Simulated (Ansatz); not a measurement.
Computed with Ansatz on PBE0-D4/def2-TZVP structures; ΔE is electronic, products minus reactants. CBS: MP2 limit from def2 TZ/QZ plus the TZ coupled-cluster correction, frozen cores. This one scheme is used for every species. DFT in def2-TZVPP. For Br, Mg outer-core shells are correlated without core-valence functions, which leaves a few kJ/mol of doubt a bond. Scalar relativity is left out up to krypton. Each species was taken in one conformer, which may not be the lowest.

Consider the ligand exchange at a Mg–Br bond: `[NH2][Mg][Br]` + H₂S → `[NH2][Mg][SH]` + HBr.

```tsv
level	ΔE (eV)
BLYP-D4	0.75
r2SCAN-D4	0.80
B97M-V	0.76
HF/def2-SVP	0.92
CCSD(T)/def2-SVP	0.81
HF/def2-TZVPP	0.97
SCS-MP2/def2-TZVPP	0.81
MP2/CBS(def2)	0.81
```

**Question.** What does CCSD(T)/CBS give? (Best estimate.)

**Answer.** Computed: +0.80 eV. The listed levels differ from it by -0.05, 0.00, -0.04, 0.12, 0.01, 0.17, 0.01, 0.01 eV.

Largest T1 diagnostic among the species: 0.009.

Leaving LDA and LC-ωPBE aside and taking each functional with its dispersion term where it has one, the values, not all of them listed here, spread over 0.14 eV, from PBE-D4 to BHLYP-D4. In def2-TZVPP, CCSD(T) changes the Hartree–Fock value by −0.19 eV (the triples alone add −0.03 eV) and MP2 by −0.18 eV.
